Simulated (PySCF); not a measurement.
Structure problem from calculated spectra and properties.

Formula: C4H6F3P.

- Polarisability: 73.3 au [B3LYP/def2-SVPD]
- 13C NMR: chemical shifts (computed TMS as zero) by class: 144.3 (1 C), 30.8 (1 C), 20.2 (2 C) ppm [GIAO B3LYP/pcSseg-1]
- Rotational structure: rotational constants A, B, C: 2.874, 1.348, 1.333 GHz [PBE0-D3(BJ)/def2-SVP]
- Valence photoelectron: vertical ionisation energy: 9.32 eV [ΔSCF B3LYP/def2-SVPD]
- UV, first state: lowest singlet excitation: 5.81 eV (214 nm, f = 0.041) [TDDFT B3LYP/def2-SVPD]
- 1H NMR: chemical shifts (computed TMS as zero) by class: 3.06 (2 H), 2.05 (4 H) ppm [GIAO B3LYP/pcSseg-1]
- Triplet: lowest triplet excitation (Tamm–Dancoff): 4.80 eV [TDA B3LYP/def2-SVPD]

Electronic properties: PySCF, gas phase, density fitting. Levels stand in brackets. One conformer (not necessarily the lowest) at the PBE0-D3(BJ)/def2-SVP geometry, without solvent, vibrations or thermal averaging. Each NMR value is the plain mean over a class of atoms that symmetry, rotation or inversion makes alike.

Question: Give a SMILES that accounts for the data.

Answer: Numbering: `[F:1][C:2]([F:3])([F:4])[P:5]1[CH2:6][CH2:7][CH2:8]1`. 4 carbons fall into 3 classes; from least to most shielded: CF3 carbon [C2] (144.3 ppm), four-membered-ring carbon [C7] (30.8 ppm), ring sp3 carbon bound to phosphorus [C6/C8] (20.2 ppm, 2 C). Hydrogen classes from least to most shielded: 2 H on a four-membered-ring carbon, C7 (3.06 ppm, a mean of values up to 0.9 ppm apart in this geometry), 4 H on 2 like atoms (sp3 carbon bound to phosphorus), C6/C8 (2.05 ppm). S1 is mainly HOMO→LUMO (weight 0.98); the largest Löwdin shares of the orbital it empties are 0.55 on the phosphine phosphorus, 0.10 on each of 2 atoms of one kind (sp3 carbon bound to phosphorus) and 0.08 on the four-membered-ring carbon, of the orbital it fills 0.38 on the phosphine phosphorus, 0.13 on an sp3 carbon bound to phosphorus, 0.12 on an sp3 carbon bound to phosphorus and 0.05 on a fluorine of a CF3 group. By its constants the optimised geometry is a nearly prolate symmetric top. Structure: `FC(F)(F)P1CCC1`. Computed isomers that give other values at the same levels: `CC/C=P\C(F)(F)F` (lowest singlet excitation: 4.77 eV (260 nm, f = 0.005)). The assignments are read from this structure; whether some other isomer fits the data as well wasn't checked.

Shape of the structure used: `[F:1][C:2]([F:3])([F:4])[P:5]1[CH2:6][CH2:7][CH2:8]1`: F1–C2–P5–C6 -43°.
